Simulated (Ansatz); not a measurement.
# Cost against result

Saddle point of SiH7O2F, singlet (SiH₄O ([OH][SiH3]) + H₂O + HF → SiH₃F ([F][SiH3]) + H₂O + H₂O; bonds formed: Si1–F7, O2–H8, H6–O9; bonds broken: Si1–O2, H6–F7, H8–O9), PBE0-D4/def2-TZVP structure:

```csv
atom,x (Å),y (Å),z (Å)
Si1,-1.1972,-0.2328,-0.5461
O2,-0.2546,-0.0870,0.9425
H3,-1.1351,-1.5123,-1.2930
H4,-2.4335,-0.5083,0.3038
H5,-1.6578,1.0007,-1.2291
H6,1.4664,0.4580,-0.5157
F7,0.4935,0.1379,-1.3237
H8,0.9533,0.2851,0.9195
O9,1.9387,0.6169,0.4431
H10,-0.8016,-0.1163,1.7288
H11,2.6279,-0.0419,0.5701
```

Barriers are electronic and count from the start structure reached by relaxing down the imaginary mode.

Computed with Ansatz 0.2.0 (basis: as named in each row); correlated methods freeze the cores. B3LYP uses VWN-RPA correlation. Extrapolation: Hartree–Fock as exp(−7.88 √X), correlation as X^−2.97.

Times are rough, for one single point on 4 threads of a shared host (Arm Neoverse V2).

The estimate by CCSD(T) at an estimated basis limit (MP2 extrapolated from triple and quadruple zeta, plus CCSD(T) − MP2 in triple zeta) is 16.92 kcal/mol.

```json
{"method": "HF", "basis": "STO-3G", "time (s)": "under 1", "barrier (kcal/mol)": "16.21", "method less estimate": "-0.71"}
{"method": "PBE-D4", "basis": "STO-3G", "time (s)": "under 1", "barrier (kcal/mol)": "-39.24", "method less estimate": "-56.16"}
{"method": "SPW92", "basis": "def2-SVP", "time (s)": "under 1", "barrier (kcal/mol)": "-8.31", "method less estimate": "-25.23"}
{"method": "B3LYP-D4", "basis": "6-31G", "time (s)": "under 1", "barrier (kcal/mol)": "2.24", "method less estimate": "-14.68"}
{"method": "PBE-D4", "basis": "def2-SVP", "time (s)": "under 1", "barrier (kcal/mol)": "3.90", "method less estimate": "-13.03"}
{"method": "PBE0-D4", "basis": "def2-SVP", "time (s)": "under 1", "barrier (kcal/mol)": "7.21", "method less estimate": "-9.71"}
{"method": "SPW92", "basis": "def2-TZVPP", "time (s)": "under 1", "barrier (kcal/mol)": "-1.38", "method less estimate": "-18.31"}
{"method": "PBE-D4", "basis": "def2-TZVPP", "time (s)": "2", "barrier (kcal/mol)": "10.53", "method less estimate": "-6.39"}
{"method": "BLYP-D4", "basis": "def2-TZVPP", "time (s)": "2", "barrier (kcal/mol)": "14.54", "method less estimate": "-2.38"}
{"method": "BHLYP-D4", "basis": "def2-TZVPP", "time (s)": "2", "barrier (kcal/mol)": "18.20", "method less estimate": "1.28"}
{"method": "B3LYP-D4", "basis": "def2-TZVPP", "time (s)": "2", "barrier (kcal/mol)": "15.68", "method less estimate": "-1.24"}
{"method": "CAM-B3LYP-D4", "basis": "def2-TZVPP", "time (s)": "2", "barrier (kcal/mol)": "13.98", "method less estimate": "-2.94"}
{"method": "PBE0-D4", "basis": "def2-TZVPP", "time (s)": "2", "barrier (kcal/mol)": "12.91", "method less estimate": "-4.01"}
{"method": "wB97M-V", "basis": "def2-SVP", "time (s)": "3", "barrier (kcal/mol)": "7.41", "method less estimate": "-9.51"}
{"method": "CCSD(T)", "basis": "def2-SVP", "time (s)": "3", "barrier (kcal/mol)": "14.62", "method less estimate": "-2.30"}
{"method": "r2SCAN-D4", "basis": "def2-TZVPP", "time (s)": "3", "barrier (kcal/mol)": "10.73", "method less estimate": "-6.19"}
{"method": "r2SCAN0-D4", "basis": "def2-TZVPP", "time (s)": "3", "barrier (kcal/mol)": "12.72", "method less estimate": "-4.20"}
{"method": "B2PLYP", "basis": "def2-TZVPP", "time (s)": "4", "barrier (kcal/mol)": "16.39", "method less estimate": "-0.53"}
{"method": "PBE-QIDH", "basis": "def2-TZVPP", "time (s)": "4", "barrier (kcal/mol)": "14.54", "method less estimate": "-2.38"}
{"method": "RPA on PBE", "basis": "def2-TZVPP", "time (s)": "4", "barrier (kcal/mol)": "17.00", "method less estimate": "0.08"}
{"method": "wB97X-V", "basis": "def2-TZVPP", "time (s)": "5", "barrier (kcal/mol)": "14.77", "method less estimate": "-2.15"}
{"method": "wB97M-V", "basis": "def2-TZVPP", "time (s)": "6", "barrier (kcal/mol)": "14.05", "method less estimate": "-2.87"}
{"method": "B97M-V", "basis": "def2-TZVPP", "time (s)": "6", "barrier (kcal/mol)": "14.52", "method less estimate": "-2.40"}
{"method": "MP2", "basis": "def2-QZVPP", "time (s)": "14", "barrier (kcal/mol)": "15.84", "method less estimate": "-1.08"}
{"method": "CCSD(T)", "basis": "def2-TZVPP", "time (s)": "110", "barrier (kcal/mol)": "16.86", "method less estimate": "-0.06"}
```

All methods are single points on the PBE0-D4 structures; a negative value means that the method puts the saddle structure below the start.

T1 diagnostic: at most 0.011.

Steps of this kind, hydrogen fluoride cutting a network bond, underlie vapour etching and the fluorination step of atomic layer etching.

Labels in which every atom is bracketed show which atoms are joined, not bond orders.
